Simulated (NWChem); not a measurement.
Species: SiBrClF₂; SMILES F[Si](Cl)(Br)F

```xyz
5

F     -1.3097    -0.7726     1.2880
Si    -0.3955    -0.5241     0.0000
F     -1.3097    -0.7726    -1.2880
Cl     1.1221    -1.8604     0.0000
Br     0.3174     1.5304     0.0000
```
Atoms are numbered in this order, from 1.

Structure relaxed at the PBE0/def2-SVP level.

Spin-orbit effects, on the heavy nuclei and on their neighbours, are missing.

Task: Give the principal values of the shielding tensors (ppm) of F1, Si2, Cl4, Br5 from LDA (Slater exchange, VWN5)/pcSseg-1, GIAO (NWChem), with their diamagnetic and paramagnetic parts as GIAO splits them.

Result: 
| atom | σ11 | σ22 | σ33 | isotropic | diamagnetic | paramagnetic |
|---|---|---|---|---|---|---|
| F1 | 187.2 | 195.5 | 335.8 | 239.5 | 469.7 | -230.2 |
| Si2 | 319.4 | 326.4 | 370.2 | 338.7 | 881.4 | -542.8 |
| Cl4 | 646.3 | 669.4 | 1015.6 | 777.1 | 1147.9 | -370.8 |
| Br5 | 2051.9 | 2098.1 | 2892.1 | 2347.4 | 3124.2 | -776.9 |
